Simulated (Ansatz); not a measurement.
## Molecular dynamics of CH8OSiZn

The input (input.yaml):

```yaml
crystal:
  periodic: [false, false, false]
  atoms:
    - { symbol: Zn, position_ang: [-0.281433, 0.053142, 0.823314] }
    - { symbol: O, position_ang: [-1.924472, 0.981511, 0.32124] }
    - { symbol: C, position_ang: [1.0422, -0.738653, 2.004744] }
    - { symbol: H, position_ang: [-1.283376, 0.735095, -0.778344] }
    - { symbol: Si, position_ang: [-0.124237, 0.069151, -2.043321] }
    - { symbol: H, position_ang: [-1.947125, 1.943242, 0.509858] }
    - { symbol: H, position_ang: [1.94425, -0.096811, 2.06582] }
    - { symbol: H, position_ang: [0.632986, -0.867535, 3.026822] }
    - { symbol: H, position_ang: [1.351639, -1.730009, 1.617955] }
    - { symbol: H, position_ang: [0.625227, 1.198765, -2.713833] }
    - { symbol: H, position_ang: [0.950306, -0.962029, -1.736097] }
    - { symbol: H, position_ang: [-0.985965, -0.585868, -3.098059] }
basis:
  gaussian: { orbitals: def2-SVP }
hamiltonian:
  xc: pbe
md:
  timestep: 0.5
  n_steps: 200
  ensemble: nve
  temperature: 300.0
  initial_velocities: maxwell_boltzmann
  seed: 6169
```

Launched with:

```bash
$ ansatz run input.yaml --threads 2 --pin off --max-ram 3072MiB --backend cpu --events-out ev --progress --plain --runs-dir out
```

It starts at the highest image of a converged band. Of that band: A vibrational analysis at the climbing image gives one clearly imaginary mode, 1054i cm⁻¹, and a faint second one (37i cm⁻¹) that may be numerical noise or a soft torsion: probably a first-order saddle point.

Output, in part (one step line in 7, the closing report, with atoms numbered from 0):

```
md step     0: t =     0.00 fs  T =   300.0 K  F+E_penalty+E_count = -59483.25761301 eV  E_kin = 0.387780 eV  conserved = -59482.86983302 eV  (28 SCF iters)
md step     7: t =     3.50 fs  T =   208.1 K  F+E_penalty+E_count = -59483.13735664 eV  E_kin = 0.268977 eV  conserved = -59482.86837927 eV  (31 SCF iters)
md step    14: t =     7.00 fs  T =   196.4 K  F+E_penalty+E_count = -59483.12242349 eV  E_kin = 0.253903 eV  conserved = -59482.86852020 eV  (31 SCF iters)
md step    21: t =    10.50 fs  T =   221.0 K  F+E_penalty+E_count = -59483.15469641 eV  E_kin = 0.285691 eV  conserved = -59482.86900550 eV  (30 SCF iters)
md step    28: t =    14.00 fs  T =   243.8 K  F+E_penalty+E_count = -59483.18334674 eV  E_kin = 0.315137 eV  conserved = -59482.86820961 eV  (29 SCF iters)
md step    35: t =    17.50 fs  T =   330.9 K  F+E_penalty+E_count = -59483.29701732 eV  E_kin = 0.427778 eV  conserved = -59482.86923965 eV  (30 SCF iters)
md step    42: t =    21.00 fs  T =   389.4 K  F+E_penalty+E_count = -59483.37210713 eV  E_kin = 0.503362 eV  conserved = -59482.86874470 eV  (30 SCF iters)
md step    49: t =    24.50 fs  T =   480.3 K  F+E_penalty+E_count = -59483.48948278 eV  E_kin = 0.620814 eV  conserved = -59482.86866855 eV  (29 SCF iters)
md step    56: t =    28.00 fs  T =   496.4 K  F+E_penalty+E_count = -59483.51063192 eV  E_kin = 0.641688 eV  conserved = -59482.86894414 eV  (30 SCF iters)
md step    63: t =    31.50 fs  T =   573.2 K  F+E_penalty+E_count = -59483.61018978 eV  E_kin = 0.740960 eV  conserved = -59482.86922928 eV  (29 SCF iters)
md step    70: t =    35.00 fs  T =   540.0 K  F+E_penalty+E_count = -59483.56637258 eV  E_kin = 0.698041 eV  conserved = -59482.86833161 eV  (30 SCF iters)
md step    77: t =    38.50 fs  T =   666.8 K  F+E_penalty+E_count = -59483.73179170 eV  E_kin = 0.861874 eV  conserved = -59482.86991731 eV  (28 SCF iters)
md step    84: t =    42.00 fs  T =   595.3 K  F+E_penalty+E_count = -59483.63743980 eV  E_kin = 0.769448 eV  conserved = -59482.86799197 eV  (29 SCF iters)
md step    91: t =    45.50 fs  T =   724.9 K  F+E_penalty+E_count = -59483.80659348 eV  E_kin = 0.936962 eV  conserved = -59482.86963180 eV  (30 SCF iters)
md step    98: t =    49.00 fs  T =   724.3 K  F+E_penalty+E_count = -59483.80546950 eV  E_kin = 0.936206 eV  conserved = -59482.86926309 eV  (30 SCF iters)
md step   105: t =    52.50 fs  T =   694.8 K  F+E_penalty+E_count = -59483.76652956 eV  E_kin = 0.898058 eV  conserved = -59482.86847159 eV  (29 SCF iters)
md step   112: t =    56.00 fs  T =   735.5 K  F+E_penalty+E_count = -59483.82016443 eV  E_kin = 0.950704 eV  conserved = -59482.86946017 eV  (30 SCF iters)
md step   119: t =    59.50 fs  T =   673.8 K  F+E_penalty+E_count = -59483.73927276 eV  E_kin = 0.870894 eV  conserved = -59482.86837917 eV  (30 SCF iters)
md step   126: t =    63.00 fs  T =   767.9 K  F+E_penalty+E_count = -59483.86190040 eV  E_kin = 0.992588 eV  conserved = -59482.86931231 eV  (30 SCF iters)
md step   133: t =    66.50 fs  T =   763.3 K  F+E_penalty+E_count = -59483.85550729 eV  E_kin = 0.986607 eV  conserved = -59482.86890057 eV  (30 SCF iters)
md step   140: t =    70.00 fs  T =   801.5 K  F+E_penalty+E_count = -59483.90475335 eV  E_kin = 1.036000 eV  conserved = -59482.86875373 eV  (29 SCF iters)
md step   147: t =    73.50 fs  T =   767.6 K  F+E_penalty+E_count = -59483.86085858 eV  E_kin = 0.992177 eV  conserved = -59482.86868128 eV  (30 SCF iters)
md step   154: t =    77.00 fs  T =   799.2 K  F+E_penalty+E_count = -59483.90236261 eV  E_kin = 1.033092 eV  conserved = -59482.86927020 eV  (30 SCF iters)
md step   161: t =    80.50 fs  T =   737.9 K  F+E_penalty+E_count = -59483.82206232 eV  E_kin = 0.953840 eV  conserved = -59482.86822182 eV  (31 SCF iters)
md step   168: t =    84.00 fs  T =   819.9 K  F+E_penalty+E_count = -59483.92950971 eV  E_kin = 1.059786 eV  conserved = -59482.86972332 eV  (31 SCF iters)
md step   175: t =    87.50 fs  T =   736.4 K  F+E_penalty+E_count = -59483.82014030 eV  E_kin = 0.951819 eV  conserved = -59482.86832169 eV  (31 SCF iters)
md step   182: t =    91.00 fs  T =   773.7 K  F+E_penalty+E_count = -59483.86909536 eV  E_kin = 1.000140 eV  conserved = -59482.86895539 eV  (31 SCF iters)
md step   189: t =    94.50 fs  T =   836.2 K  F+E_penalty+E_count = -59483.95071540 eV  E_kin = 1.080876 eV  conserved = -59482.86983970 eV  (30 SCF iters)
md step   196: t =    98.00 fs  T =   756.6 K  F+E_penalty+E_count = -59483.84611691 eV  E_kin = 0.977970 eV  conserved = -59482.86814729 eV  (30 SCF iters)
md step   200: t =   100.00 fs  T =   827.4 K  F+E_penalty+E_count = -59483.93921304 eV  E_kin = 1.069522 eV  conserved = -59482.86969151 eV  (29 SCF iters)
Total energy: -59483.93926378 eV, -2185.9944482819 hartree
Atom 0 at    -0.456813     0.102243     1.158861 Å, force    -0.066068    -0.296213    -0.371050 eV/Å
Atom 1 at    -1.993661     0.879681     0.736592 Å, force     0.138528     0.644383     0.305374 eV/Å
Atom 2 at     1.197065    -0.816568     1.511039 Å, force     0.364109    -0.223296     0.496290 eV/Å
Atom 3 at     0.489715     0.092436    -4.154821 Å, force    -0.176444     0.175497    -0.139896 eV/Å
Atom 4 at     0.209154     0.118354    -2.685688 Å, force    -0.272344    -0.727148     0.210563 eV/Å
Atom 5 at    -2.713728     0.500167     0.220810 Å, force    -0.043944    -0.389668    -0.178445 eV/Å
Atom 6 at     1.546671    -1.360637     0.602922 Å, force    -0.021676     0.265805     0.021384 eV/Å
Atom 7 at     2.037537    -0.156863     1.890337 Å, force    -0.604500    -0.522508    -0.192924 eV/Å
Atom 8 at     0.968364    -1.632344     2.255553 Å, force     0.274991     0.500473    -0.134022 eV/Å
Atom 9 at     0.834259    -1.149708    -2.154058 Å, force     0.194903     0.223268     0.127074 eV/Å
Atom 10 at     0.701111     1.360142    -2.045575 Å, force     0.297097     0.229788     0.130312 eV/Å
Atom 11 at    -1.236784    -0.029299    -2.296971 Å, force    -0.084651     0.119618    -0.274660 eV/Å
Dipole moment:     0.079292    -0.213115    -0.054608 e Å
```

All steps were run. The conserved energy stayed within 0.17 meV per atom of its start (net change 0.012 meV per atom), so the integration is sound. The system heated up, since it started high on the potential surface and ran downhill. A run of 0.1 ps of so small a system gives no equilibrium averages. The orbitals stay closed-shell, which can raise the energy where a bond breaks towards radicals; this wasn't checked here.

The step under study would form Zn1–Si5, O2–H4 and break Zn1–O2, H4–Si5. These pairs go: Zn1–Si5 2.87 → 3.90 Å, O2–H4 1.30 → 5.54 Å, Zn1–O2 1.95 → 1.77 Å, H4–Si5 1.84 → 1.50 Å. In the last frame they stand as before the step (other bonds may differ from the relaxed reactants and products). It ends as CH4OZn + H4Si. Pairs count as bonded within 1.25 times the sum of covalent radii (0.12 Å more for H–H).

Last frame:

```xyz
12
Properties=species:S:1:pos:R:3
Zn -0.457 0.102 1.159
O -1.994 0.880 0.737
C 1.197 -0.817 1.511
H 0.490 0.092 -4.155
Si 0.209 0.118 -2.686
H -2.714 0.500 0.221
H 1.547 -1.361 0.603
H 2.038 -0.157 1.890
H 0.968 -1.632 2.256
H 0.834 -1.150 -2.154
H 0.701 1.360 -2.046
H -1.237 -0.029 -2.297
```

The run took 8.1 min on 2 threads of Arm Neoverse V1, on a shared host, peak memory 0.16 GiB.
